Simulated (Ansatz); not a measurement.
Program: Ansatz. Geometries: PBE0-D4/def2-TZVP. ΔE: electronic, gas phase. CCSD(T)/CBS is the MP2 limit (def2-TZVPP, def2-QZVPP) plus CCSD(T) − MP2 in def2-TZVPP, frozen cores. DFT in def2-TZVPP. B3LYP here is the variant with VWN-RPA as its local correlation; programs differ in this. For Ge outer-core shells are correlated without core-valence functions, which leaves a few kJ/mol of doubt a bond. Scalar relativity is left out up to krypton. Each species was taken in one conformer, which may not be the lowest.

Consider the redistribution: `O[Si]([SiH3])(Cl)Cl` + `F[SiH]1[CH2][GeH2]1` → `O[Si](F)([SiH3])Cl` + `Cl[SiH]1[CH2][GeH2]1`.

```
             level  ΔE (kcal/mol)  difference from CCSD(T)/CBS
          B3LYP-D4           -3.6                          0.4
           ωB97X-V           -3.8                          0.2
           ωB97M-V           -3.7                          0.3
               PBE           -3.7                          0.3
              PBE0           -4.0                          0.0
             B3LYP           -3.9                          0.1
SCS-MP2/def2-TZVPP           -4.1                         -0.1
   CCSD/def2-TZVPP           -4.3                         -0.3
     HF/def2-QZVPP           -4.6                         -0.6
     MP2/CBS(def2)           -3.8                          0.2
       CCSD(T)/CBS           -4.0                            0
```

Largest T1 diagnostic among the species: 0.012.
